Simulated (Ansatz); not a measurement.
Mulliken charges of `[OH][SnH]1[NH][AlH]1` from ωB97M-V/def2-TZVPP in Ansatz (PBE0-D4/def2-TZVP geometry).

```tsv
atom	x (Å)	y (Å)	z (Å)	charge (e)
O1	-0.363	1.806	-1.444	-0.534
Sn2	0.044	0.993	0.313	0.672
N3	0.760	-0.990	0.034	-0.501
Al4	-0.647	-1.364	0.986	0.275
H5	-1.052	1.334	-1.916	0.155
H6	1.278	2.078	0.796	-0.096
H7	1.564	-1.374	-0.441	0.091
H8	-1.492	-2.540	1.617	-0.062
```

**Question.** By hand: the dipole of these point charges (1 e Å = 4.8032 D).

**Answer.** Σ q r = (-0.386, -0.136, 0.722) e Å, of length 0.830 e Å = 3.99 D.

**Question.** How does the dipole of the full density compare? (Estimate.)

**Answer.** Ansatz gave: (-0.213, -0.504, 0.296) e Å, 2.99 D; the point charges give 1.33 times that, at 45° from its direction.

Point charges leave out the atoms' own dipoles, such as those of lone pairs, and Mulliken's split depends on the basis, so the two needn't agree.
